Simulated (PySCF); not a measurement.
# Adding and removing an electron: NaPb

PBE; PySCF, scalar-relativistic core potentials, basis sets Na def2-SVPD, Pb def2-SVPD with ECP60. Neutral (UKS): quartet (σ ↑, π ↑↑), Re = 2.999 Å, ωe = 158 cm⁻¹, De = 1.08 eV, HOMO -3.20 eV, LUMO -2.92 eV.

NaPb⁺ (UKS): triplet (σ ↑, π ↑), Re = 3.491 Å, ωe = 97.1 cm⁻¹. The energies at the minima are -354.99943 hartree for NaPb and -354.79211 for NaPb⁺.

Question: Work out the adiabatic ionisation energy, without and with harmonic zero-point energies (1 hartree = 27.2114 eV, 1 eV = 8065.5 cm⁻¹), and the change of the bond length.

Answer: At PBE: 0.20732 hartree = 5.641 eV between the minima; the zero-point term (97.1 − 158.0)/2 cm⁻¹ = -0.004 eV makes it 5.638 eV. Re changes by +49.2 pm against the neutral. The electron leaves a π orbital; in so polar a molecule the change of length follows mostly from the change of the ionic charges.

These are scalar-relativistic numbers at best; spin–orbit coupling would shift them, the dissociation energy most. States were picked by a PBE0 search and need not be the measured ground states.
